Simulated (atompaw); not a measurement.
# Building the PAW (atompaw) potential for hafnium (Hf) (LDA (PW92), scalar-relativistic).

Input for atompaw 4.2.0.5:

```
Hf 72
LDA-PW scalarrelativistic loggrid 2001 logderivrange -2 5 176
6 6 5 4 0 0
6 0 1.5
6 1 0.5
5 2 2
0 0 0
c
c
c
c
c
v
c
c
c
c
v
c
c
v
c
2
3.00 2.70 2.60 2.15
y
0.05
n
y
1.45
n
y
0.35
n
custom rrkj vanderbiltortho sinc
3 1 vpsmatchnc
3.00
3.00
3.00
3.00
1.75
1.75
PWSCFOUT
UPFDX 0.0125d0 UPFXMIN -7.d0 UPFZMESH 72.d0
END
```

Command:

```bash
atompaw < Hf.input > Hf.log
```

Resulting log (summary file):

```
Completed calculations for Hf (AE)

 Exchange-correlation type: LDA, Perdew-Wang correlation

 Radial integration grid is logarithmic
 r0 =   9.4764859E-05 h =   6.8230699E-03   n =      2001 rmax =   8.0000000E+01

 Scalar relativistic calculation

 AEatom converged in  48 iterations
   nz     =  72.00
   delta  =       8.166620678473E-16

 All Electron Orbital energies:
  n  l      occupancy      energy
  1  0      2.0000000E+00 -4.7945341E+03
  2  0      2.0000000E+00 -8.2008583E+02
  3  0      2.0000000E+00 -1.8686087E+02
  4  0      2.0000000E+00 -3.7641102E+01
  5  0      2.0000000E+00 -4.9931564E+00
  6  0      1.5000000E+00 -4.2238131E-01
  2  1      6.0000000E+00 -7.2036308E+02
  3  1      6.0000000E+00 -1.5707429E+02
  4  1      6.0000000E+00 -2.7864495E+01
  5  1      6.0000000E+00 -2.6806373E+00
  6  1      5.0000000E-01 -1.3506269E-01
  3  2      1.0000000E+01 -1.2175976E+02
  4  2      1.0000000E+01 -1.5230832E+01
  5  2      2.0000000E+00 -2.5706206E-01
  4  3      1.4000000E+01 -1.3078175E+00

 Total energy
   Total                    :   -30138.25956633314127

 ---
 Completed calculations for Hf (SC)

 Exchange-correlation type: LDA, Perdew-Wang correlation

 Radial integration grid is logarithmic
 r0 =   9.4764859E-05 h =   6.8230699E-03   n =      2001 rmax =   8.0000000E+01

 Scalar relativistic calculation

 SCatom converged in   2 iterations
   nz     =  72.00
   delta  =       1.503465762959E-17

 Valence Electron Orbital energies:
  n  l      occupancy      energy
   6  0      1.5000000E+00 -4.2238131E-01
   6  1      5.0000000E-01 -1.3506269E-01
   5  2      2.0000000E+00 -2.5706206E-01

 Total energy
   Total                    :   -30138.25956633415990
   Valence                  :     -599.71730253961891

 PAW parameters:
       lmax =            2
         rc =    3.0044654809515108
        irc =         1520
   rc_shape =    2.7121731898223103
    rc_vloc =    2.6033793454503096
    rc_core =    2.1506211993138438
   Vloc: VPS match (norm-conservation) with l= 3;e=   1.0000E+00
   Projector type: RRKJ pseudization + Vanderbilt ortho.
   Sinc^2 compensation charge shape zeroed at   2.7122E+00

 Number of basis functions     6
 No.   n  nodes  l      Energy         Cp coeff         Occ
  1    6    5    0   -0.4223813E+00  0.4235044E+03  0.1500000E+01
  2  999    6    0    0.5000000E-01  0.6600960E+02  0.0000000E+00
  3    6    4    1   -0.1350627E+00  0.1318780E+03  0.5000000E+00
  4  999    5    1    0.1450000E+01  0.2209900E+01  0.0000000E+00
  5    5    2    2   -0.2570621E+00 -0.6895337E+02  0.2000000E+01
  6  999    3    2    0.3500000E+00 -0.4256443E+00  0.0000000E+00

 Eigenvalues of overlap operator (in the basis of projectors):
    1        4.49800918E-02
    2        5.39194009E-02
    3        2.27224416E-01
    4        1.95239032E+02
    5        3.65985225E+02
    6        5.82203715E+02

 Orbital leakage outside PAW augmentation regions
   orb  is_core?  %out_of_sphere
   1 0    T           0.00
   2 0    T           0.00
   3 0    T           0.00
   4 0    T           0.00
   5 0    T           0.05
   6 0    F          58.00
   2 1    T           0.00
   3 1    T          -0.00
   4 1    T           0.00
   5 1    T           0.52
   6 1    F          87.06
   3 2    T           0.00
   4 2    T           0.00
   5 2    F          25.16
   4 3    T           0.06

 Summary of PAW energies
   Total valence energy     :   -599.71730425318242
   Smooth energy            :      0.36526263306835
   One center               :   -600.08256688625079
   Smooth kinetic           :      5.47731653105635
   Vloc energy              :     -1.98318178692237
   Smooth exch-corr         :     -6.70808125816574
   One-center xc            :   -590.36755250482952
```

Note: ghost states, extra bound levels that the all-electron valence spectrum of the same l lacks: s at -702.3 eV, p at -40.2 eV. A true bound ghost makes a file unfit for plane-wave use.

The run took about 26 s on one core of a shared server CPU.
